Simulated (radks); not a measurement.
Results of a calculation; reference values are marked as such.
Question: The mean radii <r> (bohr) of the occupied orbitals of an atom or ion are listed with their occupations. Code: a radial shooting solver on a logarithmic mesh with Libxc functionals. Model: scalar-relativistic Kohn-Sham, r2SCAN, spin-polarised, spherical densities, finite nucleus; meta-GGA in the generalised Kohn-Sham scheme; Fermi nuclear charge, rms radius of each element as measured or else 0.836 A^(1/3) + 0.57 fm.

orbital  occ.      <r>
1s          2  0.01774
2s          2  0.07475
2p          6  0.06712
3s          2   0.1903
3p          6   0.1900
3d         10   0.1711
4s          2   0.3781

Name the element and its charge. Open shells, if any, are filled with parallel spins first.

Answer: Z = 76, osmium, charge +46: Os46+ in [Ar] 3d10 4s2. The 1s radius gives Z: for a bare nucleus <r> = (2 gamma + 1)/(2Z) with gamma = sqrt(1 - (Z/c)^2), 0.01753 bohr for Z = 76, and screening makes it slightly larger (0.01774 here). The occupations add up to 30, and the charge is Z minus that.
